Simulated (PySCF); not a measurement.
## Electron correlation in Sn²⁺ (tin, charge +2)

[Kr] 4d10 5s1 5p1, high-spin 3P determinant (an excited configuration). Computed with PySCF 2.14 in x2c-TZVPPall (8s6p4d2f, 60 functions), with scalar relativity by spin-free X2C-1e. Frozen: [Ar] 3d10; 20 electrons correlated.

```csv
level,correlation energy (mhartree)
CCSD,-289.21
(T),-4.60
CCSD(T),-293.81
```

Diagnostics: T1 = 0.0075, D1 = 0.0253, largest double amplitude 0.025.

Cost of the coupled-cluster step: of the order of 11 core-seconds, for 20 correlated electrons.

This basis was not built for core-valence correlation, so the inner-shell part is incomplete.
